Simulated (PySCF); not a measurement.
C2H4F2Ge, singlet, geometry from GFN2-xTB. Base run: HF/6-31G, polarisability in PySCF.

PySCF was given this input:
```python
from pyscf import gto, scf
from pyscf.prop import polarizability

mol = gto.Mole()
mol.atom = '''
    Ge    0.28991053   -0.32902019    0.26422881
    F     0.57756647    1.23791782    0.96527667
    F     1.52858489   -0.39555320   -0.96148684
    C    -1.46151780   -0.29190802   -0.61924661
    C    -2.23018775    0.78378465   -0.61673532
    H     0.78905312   -1.30474136    1.29472973
    H    -1.75564168   -1.19170075   -1.13941832
    H    -1.93701810    1.68312427   -0.09714311
    H    -3.17865947    0.80942272   -1.13170687
'''
mol.basis = '6-31g'
mol.verbose = 4
mol.build()

mf = scf.RHF(mol)
mf.kernel()
alpha = mf.Polarizability().polarizability()[2, 2]
print('alpha_zz =', alpha)
```

The base run was repeated with changes; each row names its change, and settings that it needs were set with it.

| change | alpha_zz (bohr³) | basis functions | core-seconds (rough) |
|---|---|---|---|
| base | 29.05 | 71 | 3 |
| functional = pbe0 | 31.97 | 71 | 20 |
| basis = def2-SVP | 32.04 | 108 | 7 |
| basis = cc-pVDZ | 32.21 | 103 | 6 |
| functional = lda,vwn | 33.84 | 71 | 10 |
| finite field (a.u.) = 2e-4; conv_tol = 1e-11 | 29.05 | 71 | 3 |
| finite field (a.u.) = 0.001; conv_tol = 1e-11 | 29.05 | 71 | 4 |
| basis = STO-3G | 16.49 | 42 | 1.0 |
| finite field (a.u.) = 0.001; conv_tol = 1e-6 | 28.97 | 71 | 2 |
| basis = 6-31G* | 31.58 | 96 | 7 |
| finite field (a.u.) = 2e-4; conv_tol = 1e-6 | 29.17 | 71 | 1 |
| finite field (a.u.) = 0.05; conv_tol = 1e-11 | 29.35 | 71 | 2 |

Finite-field rows take the second difference of the energy in a field along z; a small field with loose convergence shows SCF noise divided by the square of the field, and a large one adds hyperpolarisability.
